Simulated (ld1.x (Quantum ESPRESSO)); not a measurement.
**u(r) = r·R(r): atom against pseudo-atom (Ne (Z = 10))**

Columns: radius, all-electron u(r) and pseudo u(r) of the 2s shell (level -36.28 eV) of neon in the configuration [He] 2s2 2p6; PBE, non-relativistic, PAW scheme, ld1.x (Quantum ESPRESSO) 7.5.

```csv
r (bohr),all-electron,pseudo
0.082,0.4798,-0.2403
0.165,0.2509,-0.4686
0.248,-0.1436,-0.6690
0.330,-0.5012,-0.8308
0.413,-0.7736,-0.9534
0.495,-0.9493,-1.0339
0.578,-1.0467,-1.0779
0.660,-1.0821,-1.0895
0.742,-1.0742,-1.0747
0.825,-1.0367,-1.0367
0.908,-0.9804,-0.9804
0.990,-0.9144,-0.9144
1.072,-0.8435,-0.8435
1.155,-0.7707,-0.7707
1.238,-0.6995,-0.6995
1.320,-0.6322,-0.6322
1.402,-0.5689,-0.5689
1.485,-0.5095,-0.5095
1.568,-0.4550,-0.4550
1.650,-0.4059,-0.4059
1.733,-0.3608,-0.3608
1.815,-0.3207,-0.3207
1.898,-0.2842,-0.2842
1.980,-0.2519,-0.2519
2.062,-0.2230,-0.2230
2.145,-0.1970,-0.1970
```

Q: How many radial nodes do the two functions have?

A: The all-electron 2s function has n − l − 1 = 1; the pseudo-wave has 0, since the states of the same l below it are removed with the core.

Q: At about which radius was the pseudo-wave matched?

A: 0.80 bohr, where the columns begin to agree (steps of 0.08 bohr).

Q: Is the pseudo-wave norm-conserving?

A: No, it belongs to a PAW set: the norm inside the radius is not constrained, and the difference is carried by the augmentation charge.
